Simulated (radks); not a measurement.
Results of a calculation; reference values are marked as such.
Mean orbital radii <r> (bohr) of neutral gadolinium, [Xe] 4f7 5d1 6s2, at several levels of relativity; Dirac values are averaged over j with weights 2j + 1. Spin-unpolarised spherical Kohn-Sham, PBE, point nucleus unless stated (finite: rms radius 5.1569 fm), a radial shooting solver on a logarithmic mesh with Libxc functionals. A level marked "c x" has the speed of light scaled by that factor and shares open shells by 2j + 1; other Dirac levels either fill j = l - 1/2 first or share by 2j + 1.

shell       non-rel.  scalar-rel., finite nucleus  Dirac, 2j+1 shares  Dirac, c x 3  change of magnitude, last against first (%)
3s            0.2605                       0.2444              0.2440        0.2588                                        -0.68
3p            0.2503                       0.2430              0.2423        0.2494                                        -0.35
3d            0.2222                       0.2212              0.2212        0.2220                                        -0.05
4s            0.5874                       0.5528              0.5527        0.5837                                        -0.63
4p            0.6011                       0.5851              0.5844        0.5993                                        -0.30
4d            0.6361                       0.6359              0.6362        0.6361                                        0.00
5s             1.422                        1.333               1.333         1.413                                        -0.66
5p             1.599                        1.561               1.560         1.595                                        -0.27
4f            0.8251                       0.8661              0.8668        0.8291                                        +0.49
6s             4.246                        3.991               3.992         4.220                                        -0.61
5d             2.680                        2.848               2.852         2.697                                        +0.64
6p (empty)     5.641                        5.640               5.631         5.640                                        -0.03
